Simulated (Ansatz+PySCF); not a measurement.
# quartet CoO: levels of theory in one basis

```tsv
atom	x (Å)	y (Å)	z (Å)
Co	0.0000	0.0000	0.0000
O	0.0000	0.0000	1.6942
```

Basis set: def2-SVP (spherical functions). Frozen core: 6 orbitals. Correlation on ROHF uses semicanonical orbitals with singles. Charge 0, multiplicity 4.

Computed with Ansatz (development build ahead of 0.2.0); each method stands on the lowest determinant of its kind that the runs found.

```json
{"method": "ROHF", "E − E(ROHF) (eV)": "0.00", "<S²> of the determinant": "3.75"}
{"method": "UHF", "E − E(ROHF) (eV)": "-2.27", "<S²> of the determinant": "4.75"}
{"method": "UHF-MP2", "E − E(ROHF) (eV)": "-13.20", "<S²> of the determinant": "4.75"}
```

Problem. What does ROHF-MP2 give on the same scale?

Solution. -14.19 eV.

Problem. Is a single determinant a sound starting point here?

Solution. It is doubtful. Unrestricted orbitals lower Hartree–Fock by 2.27 eV and <S²> is 4.75 where a pure state has 3.75, a sign of strong static correlation.

Caution: another spin multiplicity may lie lower. Caution for ROHF, ROHF-MP2: an unrestricted determinant lies well below. Caution for UHF, UHF-MP2: the unrestricted determinant is a mixture of spin states.
